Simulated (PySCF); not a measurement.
| wavenumber (cm⁻¹) | absorption (km/mol per cm⁻¹) |
| --- | --- |
| 0 | 0.005 |
| 12 | 0.006 |
| 24 | 0.007 |
| 37 | 0.009 |
| 49 | 0.012 |
| 61 | 0.018 |
| 73 | 0.028 |
| 86 | 0.052 |
| 98 | 0.123 |
| 110 | 0.425 |
| 122 | 0.480 |
| 135 | 0.136 |
| 147 | 0.056 |
| 159 | 0.030 |
| 171 | 0.019 |
| 184 | 0.014 |
| 196 | 0.011 |
| 208 | 0.009 |
| 220 | 0.008 |
| 233 | 0.007 |
| 245 | 0.006 |
| 257 | 0.006 |
| 269 | 0.006 |
| 282 | 0.007 |
| 294 | 0.007 |
| 306 | 0.008 |
| 318 | 0.009 |
| 331 | 0.011 |
| 343 | 0.014 |
| 355 | 0.019 |
| 367 | 0.029 |
| 380 | 0.053 |
| 392 | 0.135 |
| 404 | 0.451 |
| 416 | 0.227 |
| 429 | 0.076 |
| 441 | 0.039 |
| 453 | 0.027 |
| 465 | 0.022 |
| 478 | 0.021 |
| 490 | 0.022 |
| 502 | 0.024 |
| 514 | 0.028 |
| 527 | 0.035 |
| 539 | 0.047 |
| 551 | 0.067 |
| 563 | 0.104 |
| 576 | 0.185 |
| 588 | 0.413 |
| 600 | 1.340 |
| 612 | 2.515 |
| 625 | 0.725 |
| 637 | 0.271 |
| 649 | 0.137 |
| 661 | 0.082 |
| 674 | 0.054 |
| 686 | 0.039 |
| 698 | 0.029 |
| 710 | 0.023 |
| 722 | 0.018 |

This is the computed harmonic infrared spectrum of singlet GaSCl, Lorentzian lines of 18 cm⁻¹ full width. These are results of PBE0 in PySCF with Ga def2-TZVP, S def2-TZVP, Cl def2-TZVP; no relativity; density-fitted integrals, not measurements.

Question: Which bands make it up, and how are they assigned?

Answer: In C∞v symmetry, counting bands above 1 % of the strongest: 117 cm⁻¹ (π, bend, 19 km/mol); 407 cm⁻¹ (σ+, stretch, 14 km/mol); 609 cm⁻¹ (σ+, stretch, 79 km/mol).

This need not be the most stable arrangement of these atoms.
